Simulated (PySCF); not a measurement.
Distances in Å between the heavy atoms of a computed structure (PBE0-D3(BJ)/def2-SVP; lower triangle, same order across):
```
F1    0.00
C2    1.35  0.00
F3    2.15  1.37  0.00
F4    2.16  1.36  2.14  0.00
C5    2.35  1.46  2.38  2.37  0.00
C6    3.70  2.58  3.18  3.05  1.42  0.00
C7    4.53  3.66  4.33  4.28  2.23  1.40  0.00
N8    4.17  3.69  4.50  4.55  2.28  2.29  1.36  0.00
C9    2.85  2.57  3.48  3.58  1.41  2.25  2.15  1.34  0.00
```

Hydrogens: 1 on C6, 1 on C7, 1 on C9.

Charge -1, singlet.

Q: Read off the bonds between heavy atoms and their formal orders.

A: F1–C2 (single); C2–F3 (single); C2–F4 (single); C2–C5 (single); C5–C6 (aromatic); C6–C7 (aromatic); C7–N8 (aromatic); N8–C9 (aromatic); C5–C9 (aromatic). The orders are those of one drawing; other resonance forms can be drawn.

Q: Write the SMILES.

A: `FC(F)(F)c1cc[n-]c1`, [C5H3F3N]-. Among its features: CF3 group and C–F bond.

Q: Which rings does it hold (smallest set)?

A: C5–C6–C7–N8–C9 (5 members, 0.00 Å rms from planarity).

Q: Classify the heavy atoms.

A: F1/F3/F4: fluorine of a CF3 group; C2: CF3 carbon; C5: substituted aromatic carbon; C6: aromatic CH carbon; C7: aromatic CH next to a ring nitrogen; N8: two-coordinate ring nitrogen; C9: aromatic CH next to a ring nitrogen.

Conformer computed: `[F:1][C:2]([F:3])([F:4])[c:5]1[cH:6][cH:7][n-:8][cH:9]1`: F1–C2–C5–C6 172°.
